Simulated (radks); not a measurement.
Charge is removed step by step from the 6s1/2 level of neutral terbium, starting from [Xe] 4f9 6s2. Calculated with a radial shooting solver on a logarithmic mesh with Libxc functionals: Dirac Kohn-Sham, PBE, spin-unpolarised, spherical densities, finite nucleus; open shells are shared between the two j in proportion to 2j + 1; Fermi nuclear charge, rms radius 5.06 fm.

removed (e)  E - E(0) (eV)  eigenvalue (eV)  E minus straight line (eV)
0                    0.000           -3.706                       0.000
0.1                  0.394           -4.177                      -0.222
0.2                  0.836           -4.656                      -0.397
0.3                  1.326           -5.143                      -0.524
0.4                  1.864           -5.637                      -0.602
0.5                  2.453           -6.138                      -0.630
0.6                  3.092           -6.645                      -0.607
0.7                  3.782           -7.159                      -0.533
0.8                  4.524           -7.679                      -0.408
0.9                  5.318           -8.204                      -0.230
1                    6.165           -8.737                       0.000

Removing the whole electron costs 6.165 eV by Delta-SCF, against 3.706 eV from minus the eigenvalue at the starting occupation. Slater's transition state (half an electron removed) gives 6.138 eV. Integrating minus the eigenvalue over the occupation (Janak's theorem) gives 6.165 eV. The mean slope of the eigenvalue, de/dn, is 5.03 eV per electron. Ionisation energy of Tb in the NIST Atomic Spectra Database: 5.864 eV (measured).

Beside tabulated values, note that spin-unpolarised runs miss the spin-polarisation part of the exchange energy of open shells.
